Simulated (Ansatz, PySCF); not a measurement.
Energy difference 2 R1 → P1 + P2, each structure at its B3LYP-D3(BJ)/def2-TZVP stationary point, reached from a drawn start (curvature not checked).
P1, BCl3 (SMILES ClB(Cl)Cl) (charge 0, multiplicity 1):
```xyz
4

B     -0.00001     0.00000     0.00000
Cl     1.74517     0.00000     0.00000
Cl    -0.87258     1.51137     0.00000
Cl    -0.87258    -1.51137     0.00000
```
R1, BCl2 (SMILES Cl[B]Cl) (charge 0, multiplicity 2):
```xyz
3

B     -0.25888    -0.45751     0.00000
Cl     1.46689    -0.52797     0.00000
Cl    -1.20811     0.98548     0.00000
```
P2: BCl (SMILES [B]Cl), charge 0, multiplicity 1.

Quantity: the reaction energy.

P less R. No zero-point or thermal terms; singlets are restricted closed shells; open shells are unrestricted.

Frozen-core correlation throughout.

Run with Ansatz (Gaussian basis) for Hartree–Fock, density functionals and correlated methods; PySCF for the D3/D4 terms. No computed number here is a measurement.

Costs are ratios of core time to PBE/def2-TZVPP (roughly 4 s), for whole runs (searches for the state included, and forces where a run took them) on one shared machine, so rough; each difference counts from -40.10 kcal/mol (CCSD(T)/cc-pV(Q+d)Z, a level with limits of its own).

```
level                        basis functions  cost  difference (kcal/mol)
---------------------------  ---------------  ----  ---------------------
BLYP/def2-TZVPP                          157    ×1                   8.48
PBE/def2-TZVPP                           157    ×1                  10.90
PBE-D3(BJ)/def2-TZVPP                    157    ×1                  10.56
PBE0/def2-TZVPP                          157    ×1                  11.23
PBE0-D3(BJ)/def2-TZVPP                   157    ×1                  10.90
B3LYP/def2-TZVPP                         157    ×1                   8.19
CAM-B3LYP/def2-TZVPP                     157    ×2                   7.71
CAM-B3LYP-D3(BJ)/def2-TZVPP              157    ×2                   7.38
r2SCAN/def2-TZVPP                        157    ×2                  15.66
B2PLYP-D3(BJ)/def2-TZVPP                 157    ×2                   5.61
CCSD(T)/cc-pV(D+d)Z                       83    ×2                  -0.92
CCSD(T)/cc-pV(T+d)Z                      147    ×7                  -0.27
```

The cheapest listed level whose difference stays within 1.00 kcal/mol: CCSD(T)/cc-pV(D+d)Z (-0.92 kcal/mol, cost ×2).

With a budget of 3 times the cost of PBE/def2-TZVPP, the closest level: CCSD(T)/cc-pV(D+d)Z, at -0.92 kcal/mol; next is B2PLYP-D3(BJ)/def2-TZVPP at 5.61 kcal/mol.

What the step from CCSD(T)/cc-pV(D+d)Z to CCSD(T)/cc-pV(T+d)Z costs and buys: 83 to 147 functions, cost ×4 (rough); the difference goes from -0.92 to -0.27 kcal/mol.

Ansatz is a first-principles code.
